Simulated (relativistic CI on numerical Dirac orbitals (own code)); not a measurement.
## Nb⁺: 3d photoemission

Computed with this model: Dirac-Coulomb-Breit CI, separate exchange-only KLI orbitals for each configuration, QED by a radiative potential, valence Slater integrals scaled by 0.8, multiplet model of photoemission in the sudden approximation; configurations [Kr] 4d4 → [Ar] 3d9 4s2 4p6 4d4; 300 K; Lorentzian 0.3 eV and Gaussian 0.5 eV FWHM. Energies are those of the free ion, without screening or charge transfer. The energies are binding energies and can lie tens of eV above those of solids. S is read from ⟨S²⟩ = S(S + 1).

Field parameters in Wybourne normalisation: Td as Oh with Dq negative (B⁴₀ = 21Dq, B⁴₄ = √(5/14) B⁴₀). The field is a parameter set, without covalency.

free ion: ground-state S = 2.00, centroid 217.57 eV. Peaks (eV, height): 216.0 (100), 218.8 (57), 223.2 (7).

Td, 10Dq = -1550 cm⁻¹: ground-state S = 2.00, centroid 217.58 eV. Peaks (eV, height): 216.1 (100), 218.9 (57), 223.3 (6).

Strongest unbroadened transitions for free ion:

```csv
Energy (eV),Relative strength
215.70,29.6
215.79,80.1
215.91,100.0
216.04,51.9
216.21,38.3
216.41,16.9
216.45,20.5
216.51,17.6
216.54,31.9
216.57,40.7
216.59,39.1
218.26,19.6
218.43,22.6
218.75,33.1
218.78,29.4
218.88,28.4
218.90,19.2
219.47,16.4
```
